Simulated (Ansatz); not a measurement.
One change: `CC[N](C)[InH2]` becomes `CC[N](C)[SnH]([F])[Cl]`.

Ansatz, PBE0-D4/def2-TZVP geometries, multiplicity 1. Each molecule was computed in one conformer, which needn't be the lowest.

Elements past krypton have def2 core potentials.

| property | `CC[N](C)[InH2]` |
| --- | --- |
| HOMO–LUMO gap (B3LYP/def2-TZVPP) / eV | 4.36 |
| LUMO energy (ωB97M-V/def2-TZVPP) / eV | 0.17 |
| zero-point energy (PBE0-D4/def2-TZVP) / kJ/mol | 320.1 |
| HOMO–LUMO gap (ωB97M-V/def2-TZVPP) / eV | 8.37 |
| size of the dipole moment (PBE/def2-TZVPP) / D | 0.74 |
| HOMO energy (PBE0/def2-TZVPP) / eV | -5.95 |

(1) Give the same properties after the change, and the shifts. (Best estimate.)

## Answers

(1) Computed: 
```tsv
property	`CC[N](C)[SnH]([F])[Cl]`	shift
HOMO–LUMO gap (B3LYP/def2-TZVPP) / eV	5.14	0.78
LUMO energy (ωB97M-V/def2-TZVPP) / eV	0.83	0.66
zero-point energy (PBE0-D4/def2-TZVP) / kJ/mol	316.2	-3.9
HOMO–LUMO gap (ωB97M-V/def2-TZVPP) / eV	9.92	1.55
size of the dipole moment (PBE/def2-TZVPP) / D	3.46	2.72
HOMO energy (PBE0/def2-TZVPP) / eV	-6.82	-0.87
```

The zero-point energy changes by -3.9 kJ/mol with +3 modes. Dipoles are sizes alone; their direction can turn.

B3LYP here is the variant with VWN-RPA as its local correlation; programs differ in this.
